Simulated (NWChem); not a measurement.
System: MgH$_{2}$Se; SMILES [MgH][SeH]

Program: NWChem. All runs use the structure optimised with PBE-D3(BJ)/def2-SVP. Total energies compare along this basis series because the functional is fixed.

| level | basis functions | energy (Ha) | highest occupied level (eV) | orbital gap (eV) | dipole (D) |
|---|---|---|---|---|---|
| PBE0/def2-SVP | 60 | -2602.1001 | … | 5.82 | … |
| PBE0/def2-SVPD | 78 | -2602.1039 | -6.76 | 5.76 | 1.14 |
| PBE0/def2-TZVP | 92 | -2602.4659 | -6.75 | 5.79 | 1.12 |
| PBE0/def2-TZVPP | 108 | -2602.4666 | -6.76 | 5.79 | 1.11 |
| PBE0/def2-QZVP | 186 | -2602.5262 | -6.77 | 5.73 | 1.14 |

Q: Fill in the missing entries.

A: 
- PBE0/def2-SVP, highest occupied level (eV): -6.66
- PBE0/def2-SVP, dipole (D): 1.06
